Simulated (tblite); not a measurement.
Compound: C5H8F3OP.
SMILES with atom numbers: `[CH2:1]=[CH:2][CH2:3][P:4]([CH2:5][OH:6])[C:7]([F:8])([F:9])[F:10]` (hydrogens: H11, H12 on C1; H13 on C2; H14, H15 on C3; H16, H17 on C5; H18 on O6)

Computed with GFN2-xTB (tblite), gas phase: L-BFGS steps from a force-field or distance-geometry start until the largest atomic force falls under 0.01 eV/Å.

Step 16: E = -966.6303 eV
```
atom  x, y, z in Å  |  force x, y, z in eV/Å
C1      1.9828    1.2453    1.4296    0.006  -0.111   0.124
C2      1.6258   -0.0022    1.1733    0.026   0.122   0.129
C3      0.2090   -0.4673    1.0137    0.102   0.007   0.142
P4     -0.0471   -0.8582   -0.7885    0.275  -0.027  -0.050
C5     -0.6744    0.8059   -1.3749   -0.001  -0.032   0.018
O6      0.3234    1.7876   -1.3357    0.196  -0.060   0.099
C7     -1.7329   -1.6857   -0.6435   -0.216  -0.092   0.019
F8     -1.6287   -2.8894   -0.0653    0.117  -0.062   0.054
F9     -2.6493   -1.0151    0.0697   -0.023   0.194   0.102
F10    -2.2750   -1.8875   -1.8518    0.023   0.050  -0.118
H11     1.2720    2.0320    1.6225   -0.048  -0.041  -0.168
H12     3.0213    1.5242    1.4958   -0.019  -0.009   0.052
H13     2.3899   -0.7632    1.0598   -0.099   0.008  -0.138
H14     0.0425   -1.3862    1.5829    0.038  -0.062  -0.010
H15    -0.4964    0.2961    1.3502   -0.033   0.039  -0.049
H16    -1.4699    1.1635   -0.7148   -0.139   0.009  -0.025
H17    -1.0710    0.6744   -2.3924   -0.040   0.025  -0.079
H18     1.1691    1.4321   -1.6421   -0.166   0.041  -0.102
```

Step 17: E = -966.6407 eV
```
atom  x, y, z in Å  |  force x, y, z in eV/Å
C1      1.9801    1.2495    1.4291    0.024  -0.141   0.190
C2      1.6311   -0.0005    1.1765   -0.011   0.099   0.055
C3      0.2176   -0.4700    1.0083    0.066   0.011   0.141
P4     -0.0518   -0.8615   -0.7931    0.293  -0.090  -0.026
C5     -0.6723    0.8089   -1.3777   -0.009  -0.125   0.081
O6      0.3303    1.7820   -1.3065    0.146  -0.086   0.027
C7     -1.7418   -1.6878   -0.6407   -0.151  -0.035   0.021
F8     -1.6342   -2.8907   -0.0592    0.070  -0.012  -0.018
F9     -2.6567   -1.0144    0.0733   -0.001   0.158   0.075
F10    -2.2820   -1.8823   -1.8530    0.031   0.007  -0.026
H11     1.2644    2.0347    1.6154    0.009  -0.062  -0.181
H12     3.0200    1.5152    1.5166   -0.022   0.074   0.032
H13     2.3983   -0.7592    1.0678   -0.101   0.016  -0.122
H14     0.0563   -1.3836    1.5869    0.011  -0.091  -0.046
H15    -0.4897    0.2922    1.3411   -0.051   0.066  -0.028
H16    -1.4736    1.1522   -0.7203   -0.172   0.069  -0.007
H17    -1.0591    0.6825   -2.3990   -0.019   0.067  -0.084
H18     1.1543    1.4391   -1.6772   -0.113   0.075  -0.082
```

Task: Estimate the geometry and energy of step 18. (The exact step hangs on the optimiser's Hessian estimate; all steps are aligned on step 17, rigid shifts and turns removed.)

Result: E = -966.6494 eV, largest force 0.223 eV/Å
```
atom  x, y, z in Å  |  force x, y, z in eV/Å
C1      1.9791    1.2509    1.4327    0.029  -0.098   0.198
C2      1.6340    0.0014    1.1808   -0.032   0.015  -0.008
C3      0.2241   -0.4712    1.0080   -0.001   0.010   0.081
P4     -0.0492   -0.8645   -0.7959    0.168  -0.109   0.027
C5     -0.6712    0.8098   -1.3785   -0.023  -0.170   0.095
O6      0.3369    1.7762   -1.2877    0.019  -0.081   0.006
C7     -1.7492   -1.6895   -0.6387   -0.005   0.044   0.016
F8     -1.6353   -2.8919   -0.0551    0.000   0.045  -0.068
F9     -2.6607   -1.0103    0.0771    0.044   0.077   0.018
F10    -2.2854   -1.8783   -1.8550    0.024  -0.020   0.074
H11     1.2590    2.0349    1.6068    0.037  -0.057  -0.155
H12     3.0188    1.5102    1.5300   -0.001   0.128   0.027
H13     2.4006   -0.7567    1.0686   -0.076   0.010  -0.091
H14     0.0652   -1.3838    1.5889   -0.006  -0.091  -0.060
H15    -0.4866    0.2906    1.3347   -0.048   0.058  -0.012
H16    -1.4790    1.1459   -0.7245   -0.134   0.080  -0.015
H17    -1.0527    0.6884   -2.4040    0.020   0.089  -0.034
H18     1.1428    1.4440   -1.6999   -0.016   0.070  -0.099
```

The energy changes by -0.0087 eV. The first-order estimate −F·Δx gives -0.0121 eV and the mean of the old and new forces, exact on a quadratic surface, -0.0087 eV. The step makes an angle of 67° with the force vector and moves no atom by more than 0.026 Å.

What follows is the cost of the whole relaxation. The run took 1.2 s on Arm Neoverse V1, one thread (shared host).
